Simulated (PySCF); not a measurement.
CH4Si. Atoms are numbered in the order given.

```xyz
6

C      0.0000     0.0000    -1.1527
Si     0.0000     0.0000     0.5494
H      0.0000    -0.9164    -1.7315
H      0.0000     0.9164    -1.7315
H      0.0000     1.2457     1.3439
H      0.0000    -1.2457     1.3439
```

The structure is a stationary point at r2SCAN-D4/def2-TZVP.

Calculation: PySCF with B3LYP/def2-TZVPD.

The molecule is in vacuum.

The total energy is -329.99094 hartree and the point group comes out as C2v. The highest occupied level is -6.41 eV and the lowest empty level is -1.47 eV. The orbital gap is 4.93 eV. The dipole moment comes out as 0.79 D and the quadrupole, principal values (traceless, Buckingham form, about the centre of nuclear charge) is -2.30, 0.97, 1.33 D·Å. The mean static polarisability comes out as 47.9 bohr³ (7.10 Å³) and the polarisability, principal values comes out as 41.3, 41.6, 60.9 bohr³.
